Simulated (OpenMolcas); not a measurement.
## Cu2+: moving the ligands

Cu2+ with 6 ligands (fluoride) in octahedral coordination (Oh) at 2.04 Å. A charge of +0.667 e stands 2.6 Å behind each ligand. Ligand basis ANO-RCC-VDZP.

```
Program             : OpenMolcas 26.06
Method              : SS-CASPT2, IPEA 0.25 Eh, imaginary shift 0.1 Eh (closed shells correlated: 3s 3p and the ligand valence shells)
Basis               : ANO-RCC-VDZP [5s4p2d1f]
Scalar Hamiltonian  : DKH2, point nucleus
Active space        : 9 electrons in 5 orbitals (3d)
State averaging     : 2S+1 = 2 even, 5 roots
Spin-orbit coupling : RASSI with atomic mean-field integrals over the reference wave functions
```

Runs around this geometry, states (labels of O, the rotations of Oh). Energies in cm-1 above the lowest state or level, χT in cm3 K/mol; 10Dq is the gap between the two states.

| R (Å) | Ground state | First state of that spin | 10Dq | First gap with spin-orbit (degeneracies) | χT at 300 K |
| --- | --- | --- | --- | --- | --- |
| 1.97 | 2E | 2T2 7640 | 7637 | 6940 (4, 2) | 0.568 |
| 2.04 | 2E | 2T2 6230 | 6231 | 5560 (4, 2) | 0.612 |
| 2.13 | 2E | 2T2 4830 | 4831 | 4200 (4, 2) | 0.678 |

Taking |10Dq| as R^-n, n = -ln(4831 / 7637) / ln(2.13 / 1.97) = 5.9 between the shortest and longest distance. The point-charge formula for a cubic d site gives n = 5.

Over all roots computed the reference weight is 0.71 in R = 1.97, 0.71 in R = 2.04, 0.70 to 0.71 in R = 2.13; a low but even weight reflects the number of correlated electrons. An orbital doublet at a regular site is open to a Jahn-Teller distortion, which this geometry leaves out. A single d shell leaves out the double-shell effect, which counts most for late 3d ions, where the CASPT2 field can be off either way by tens of per cent. Ligand-to-metal charge-transfer states are missing. With one d shell and no ligand orbital active, 10Dq can be off by tens of per cent for divalent 3d ions, low with halides held by bare charges and at times high in hosts, and the orbital part of g and χT goes as 1/10Dq. Free-ion shares, where given, are those of the reference states; single-state CASPT2 does not remix them. No measured value stands beside these numbers; the geometry is a model, was not optimised and need not be the one that this ion takes.
